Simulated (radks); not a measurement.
Results of a calculation; reference values are marked as such.
Problem. Gd, 64 electrons, occupied as [Xe] 4f7.5 5d1 6s1.5 (fractional occupations, a model configuration). Level of theory: scalar-relativistic Kohn-Sham, LDA (Slater exchange, Perdew-Wang correlation), spin-unpolarised, spherical densities, finite nucleus; Fermi nuclear charge, rms radius 5.1569 fm (a radial shooting solver on a logarithmic mesh with Libxc functionals). Some entries of the table are withheld. Estimate them.

orbital  occ.  eigenvalue (hartree)  <r> (bohr)  r(max) (bohr)
1s          2             -1839.081     0.02192        0.01393
2s          2             -303.5790     0.09335        0.07907
2p          6             -270.2950     0.08239        0.06396
3s          2             -67.14543      0.2447         0.2245
3p          6             -56.83002      0.2432         0.2202
3d         10             -43.17064      0.2212         0.1799
4s          2             -13.37647      0.5535         0.5158
4p          6              -9.97583         (1)         0.5383
4d         10              -5.26838      0.6376         0.5591
5s          2              -1.73978       1.343          1.200
5p          6              -0.92843       1.587          1.365
4f        7.5              -0.19209      0.9011         0.5692
6s        1.5              -0.14187       4.114            (2)
5d          1              -0.06560         (3)          2.090

Solution. 
(1) 4p <r> (bohr): 0.5861
(2) 6s r(max) (bohr): 3.457
(3) 5d <r> (bohr): 3.186
